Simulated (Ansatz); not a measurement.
Relaxation of CH4O2Si (8 atoms, charge 0, multiplicity 1), to a largest force component of 0.015 eV/Å in at most 40 steps.

Computed with RKS PBE/def2-SVP (Ansatz 0.2.0).

```xyz
8
Properties=species:S:1:pos:R:3:forces:R:3
O 1.503 -0.261 1.377 -1.00 1.52 -3.23
C 1.448 0.305 0.262 0.81 -1.19 2.07
O 0.388 0.410 -0.614 5.67 2.16 -0.16
Si -1.007 -0.193 -0.275 -5.69 -3.59 1.42
H 2.339 0.782 -0.202 0.10 0.17 -0.06
H -0.867 -1.703 -0.081 -0.03 0.35 -0.03
H -1.599 0.349 0.982 -0.05 0.27 0.08
H -1.966 -0.038 -1.416 0.18 0.33 -0.10
```

Question: Where does it end, and by what steps?

Answer: The forces met the threshold. After 7 steps the energy has fallen by 0.692 eV; O1 moved furthest, 0.16 Å.

```tsv
step	energy less start (eV)	largest force component (eV/Å)	accepted
0	0.0000	5.687	yes
1	-0.4618	3.229	yes
2	-0.5208	1.719	yes
3	-0.6858	0.229	yes
4	-0.6871	0.401	yes
5	-0.6918	0.045	yes
6	-0.6919	0.067	yes
7	-0.6921	0.015	yes
```

```xyz
8
Properties=species:S:1:pos:R:3
O 1.371 -0.245 1.290
C 1.467 0.322 0.221
O 0.466 0.438 -0.669
Si -1.055 -0.290 -0.218
H 2.396 0.819 -0.157
H -0.893 -1.769 -0.050
H -1.596 0.359 1.017
H -1.917 0.018 -1.402
```

The run took 20 s on 1 thread of Arm Neoverse V1 (shared host), peak memory 0.14 GiB.
